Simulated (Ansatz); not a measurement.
Z-matrix (Å, degrees):
```
Si
H 1 1.4899
H 1 1.4899 2 108.01
Si 1 2.3384 2 109.98 3 119.88
H 4 1.4873 1 109.39 2 61.40
H 4 1.4874 5 108.77 1 -119.42
H 4 1.4881 5 108.87 6 -118.49
Si 1 2.3585 2 109.79 3 -119.72
H 8 1.4887 1 107.05 2 -61.15
H 8 1.4888 9 109.36 1 115.74
B 8 1.9807 9 116.22 10 133.89
H 11 1.1952 8 120.72 9 28.42
H 11 1.1954 12 118.25 8 -172.67
```
Charge 0, spin multiplicity 1.

All values below come from frozen-core CCSD(T)/cc-pVTZ // PBE0-D3(BJ)/def2-TZVP (Ansatz, an electronic-structure program).

The HF energy is -896.72556 Ha. The MP2 correlation energy is -0.48285 Ha.

**Question.** Estimate the CCSD correlation energy, the (T) correction, the total energy and the T1 diagnostic.

**Answer.** 
```json
{
 "CCSD correlation energy": "-0.56416 Ha",
 "(T) correction": "-0.02009 Ha",
 "CCSD(T) total energy": "-897.30981 Ha",
 "T1 diagnostic": "0.014"
}
```
